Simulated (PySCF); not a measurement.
C₂H₄F₂Si₂, SMILES C([Si@H](F)[SiH2]F)#C.

Geometry optimised at B3LYP-D3(BJ)/def2-SVP. The structure was generated by enumeration; whether it is a known compound was not checked. The values are those of a single conformer.

Two levels are set side by side: TDA-PBE/def2-SVPD (PySCF) and TDA-ωB97X/def2-SVPD (PySCF). Vertical, same geometry. The lowest singlet is HOMO→LUMO 97 % with PBE and HOMO→LUMO 66 %, HOMO−2→LUMO 10 % with the other functional; states are paired by order. Differences are taken from unrounded values.

```tsv
quantity	TDA-ωB97X	TDA-PBE	TDA-PBE minus TDA-ωB97X
lowest singlet excitation (eV)	5.58	4.95	-0.64
lowest triplet excitation (TDA) (eV)	4.85	4.50	-0.35
first bright state (f over 0.05) (eV)	6.92	6.20	-0.72
its oscillator strength	0.05	0.12	0.07
```

A lower first singlet is the usual sign of a functional without exact exchange. Differences between two approximate levels are no errors against the true value.

Rough cost on one machine, each run with all the roots and properties that it gave: TDA-ωB97X against TDA-PBE about 5 times.
